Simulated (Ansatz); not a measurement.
`O[SiH2][SiH2]CF` + HCl → `O[SiH2][SiH2]CCl` + H–F  (substitution at a C–F bond)

Isolated molecules relaxed with PBE0-D4/def2-TZVP in Ansatz; ΔE leaves out vibrations. CCSD(T)/CBS adds triple-zeta CCSD(T) − MP2 to the extrapolated MP2 energy (def2 sets, frozen cores). This one scheme is used for every species. Functionals use def2-TZVPP. Each species was taken in one conformer, which may not be the lowest.

CCSD(T)/CBS gives -0.47 eV.

Q: Another level gave -0.23 eV. Which?
A. SCS-MP2/def2-TZVPP
B. PBE/def2-TZVPP
C. HF/def2-TZVPP
D. CCSD/def2-TZVPP

A: C. HF/def2-TZVPP -0.23, CCSD/def2-TZVPP -0.38, SCS-MP2/def2-TZVPP -0.44, PBE -0.31 eV.

Largest T1 diagnostic among the species: 0.012.

In def2-TZVPP, CCSD(T) changes the Hartree–Fock value by −0.18 eV (the triples alone add −0.03 eV) and MP2 by −0.30 eV. The D4 term adds −0.09 eV with B3LYP and −0.05 eV with PBE0; it sums over pairs of atoms, weighted by their polarisabilities, and B3LYP, whose exchange is more repulsive, gets the larger term. From PBE to PBE0 (25 % exact exchange), in def2-TZVPP and without D4, ΔE moves by −0.04 eV.

B3LYP here is the variant with VWN-RPA as its local correlation; programs differ in this.
